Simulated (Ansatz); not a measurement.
Consider the substitution at a C–C bond: `OCC(O)O` + H₂Se → `OC[SeH]` + `OCO`.

Gas-phase electronic energies from Ansatz, PBE0-D4/def2-TZVP geometries. CCSD(T)/CBS is the MP2 limit (def2-TZVPP, def2-QZVPP) plus CCSD(T) − MP2 in def2-TZVPP, frozen cores. This one scheme is used for every species. DFT in def2-TZVPP. B3LYP here is the variant with VWN-RPA as its local correlation; programs differ in this. For Se outer-core shells are correlated without core-valence functions, which leaves a few kJ/mol of doubt a bond. Scalar relativity is left out up to krypton. One conformer a species, not always the lowest.

CCSD(T)/CBS gives +0.40 eV.

Task: Another level gave +0.38 eV. Which?
A. B3LYP-D4/def2-TZVPP
B. PBE/def2-TZVPP
C. r2SCAN/def2-TZVPP
D. ωB97M-V/def2-TZVPP

Result: C. r2SCAN 0.38, ωB97M-V 0.44, B3LYP-D4 0.34, PBE 0.29 eV.

Largest T1 diagnostic among the species: 0.011.

From PBE to PBE0 (25 % exact exchange), in def2-TZVPP and without D4, ΔE moves by +0.07 eV.
